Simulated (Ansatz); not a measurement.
Total energies of tetramethyltin.

```xyz
17

C     0.0248    1.7990    1.1723
Sn    0.0000    0.0000    0.0000
C    -1.9723   -0.3128   -0.7896
C     0.5488   -1.6677    1.2365
C     1.3988    0.1814   -1.6192
H    -0.2460    2.6577    0.5559
H    -0.6864    1.7252    1.9965
H     1.0198    1.9688    1.5865
H    -2.0008   -1.2230   -1.3907
H    -2.2673    0.5283   -1.4190
H    -2.6954   -0.4097    0.0218
H     0.5352   -2.5916    0.6562
H    -0.1498   -1.7699    2.0685
H     1.5523   -1.5265    1.6411
H     2.4070    0.3415   -1.2340
H     1.3985   -0.7261   -2.2249
H     1.1330    1.0252   -2.2579
```

Total charge 0; spin multiplicity 1. Correlated methods include outer-core shells of Sn, which these sets cover unevenly. Sn: def2 effective core potential. The geometry is a stationary point of PBE0-D4/def2-TZVP. Basis def2-TZVPP, Ansatz 0.2.0.

RPA on PBE orbitals: Hartree–Fock energy of these orbitals -371.81264 Eh, correlation -1.72632 Eh (frozen core).

```csv
functional,energy without D4 (Eh),D4 term (kJ/mol)
LDA (SPW92),-372.11948,–
PBE,-373.76887,-33.1
revPBE,-374.00703,-90.9
BLYP,-373.84825,-69.6
B97M-V,-374.01845,–
PBE0,-373.81593,-28.5
r2SCANh,-373.97414,-9.5
BHLYP,-373.83378,-42.8
ωB97X-V,-373.95336,–
ωB97M-V,-373.85571,–
```

Task: Give the same for r2SCAN, B3LYP, r2SCAN0, HSE06 (plane-wave form), CAM-B3LYP, LC-ωPBE, B2PLYP, PBE-QIDH. (Estimate.)

Result: Computed: 
```
             functional  energy without D4 (Eh)  D4 term (kJ/mol)
                 r2SCAN              -373.99013              -8.9
                  B3LYP              -374.10156             -52.6
                r2SCAN0              -373.95140             -10.4
HSE06 (plane-wave form)              -373.80332             -26.8
              CAM-B3LYP              -373.89734             -29.3
                LC-ωPBE              -373.95993                 –
                 B2PLYP              -373.64401                 –
               PBE-QIDH              -373.60503                 –
```

B3LYP takes the VWN-RPA correlation (the form of Gaussian; ORCA's B3LYP/G). HSE06 is the plane-wave form, built on full-range PBE exchange. The double hybrids freeze the cores in their second-order part.

LC-ωPBE has ω = 0.4 bohr⁻¹.
